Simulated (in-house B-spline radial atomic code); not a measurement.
PBE0 excitations of Cl⁵⁺

Method: PBE0. Computed with an all-electron radial atomic-structure program (B-spline basis): linear response of the closed shell [Ne] 3s2 with the functional's adiabatic kernel; non-relativistic, point nucleus, no spin-orbit coupling, no double excitations, S, P, D and F terms only.

Command:
```bash
python run_td.py task.json out
```
Settings (radii: box in bohr, nucleus in fm):
```
Z                        17
electrons                12
configuration            [Ne] 3s2
hamiltonian              nr
method                   pbe0
box_radius               16.35
intervals                51
```

Time taken, with all properties: 0.2 s on 1 thread of Intel(R) Xeon(R) 6975P-C (Granite Rapids), with other jobs on the host.

The lowest states, in the order of their Tamm-Dancoff energies; the method's threshold (minus the highest occupied level) is 90.84 eV. Labels give the largest channel, * marks a mixed state, and oscillator strengths are full-response dipole values. Semilocal kernels can invert the small singlet-triplet splittings of Rydberg terms. Energies in eV:

```csv
state,full response,Tamm-Dancoff,oscillator strength
3s → 3p 3P,?,?,-
3s → 3p 1P,18.124,18.750,1.25
3s → 3d 3D,32.32,32.43,-
3s → 3d 1D,35.32,35.34,-
3s → 4s 3S,49.71,49.72,-
3s → 4s 1S,51.02,51.05,-
3s → 4p 3P,?,?,-
3s → 4p 1P,55.30,55.33,0.156
3s → 4d 3D,61.75,61.76,-
3s → 4d 1D,62.03,62.04,-
3s → 4f 3F,63.83,63.85,-
3s → 4f 1F,64.17,64.17,-
3s → 5s 3S,68.13,68.13,-
3s → 5s 1S,68.49,68.50,-
3s → 5p 3P,70.32,70.33,-
3s → 5p 1P,70.45,70.46,0.0577
```

Q: Where does 3s → 4p 3P lie?

A: At 54.80 eV in full response, 54.81 eV in Tamm-Dancoff.

Q: Where does 3s → 3p 3P lie?

A: At 11.123 eV in full response, 11.530 eV in Tamm-Dancoff.

Q: How large is the singlet-triplet splitting of 3s → 3p (P terms) in Tamm-Dancoff?

A: 7.22 eV, from the unrounded values.

Q: What polarisabilities and dispersion coefficient does the method give?

A: Dipole 2.931 bohr³, quadrupole 3.2 bohr⁵, C6 4.586 hartree·bohr⁶ for two such species.
